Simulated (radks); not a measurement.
Species: Sn I. Configuration: [Kr] 4d10 5s1 5p3 (not the ground configuration). Method: Dirac Kohn-Sham, PBEsol, spin-unpolarised, spherical densities, finite nucleus; open shells fill j = l - 1/2 first; Fermi nuclear charge, rms radius 4.6519 fm; computed with a radial shooting solver on a logarithmic mesh with Libxc functionals.

Radial electron density D(r) = 4 pi r^2 rho(r):

r (bohr)  D(r) (e/bohr)
0.003801          14.32
0.005111          21.80
0.006817          31.44
0.009165          43.21
0.01232           54.96
0.01657           63.33
0.02227           64.99
0.02971           60.45
0.03994           56.35
0.0537            62.31
0.07219           76.80
0.09706           81.59
0.1305            67.18
0.1741            56.94
0.234             65.59
0.3146            61.74
0.423             33.82
0.5687            20.37
0.7646            23.53
1.02              18.29
1.371             8.424
1.843             3.496
2.478             1.968
3.332             1.088
4.48             0.4052
5.975           0.09112
8.033           0.01029
10.8          0.0004796

D(r) has 4 maxima, at r = 0.0204, 0.0903, 0.264, 0.777 bohr, and minima at 0.0403, 0.173, 0.569 bohr, inside which lie 2.04, 11.18, 28.96 electrons.
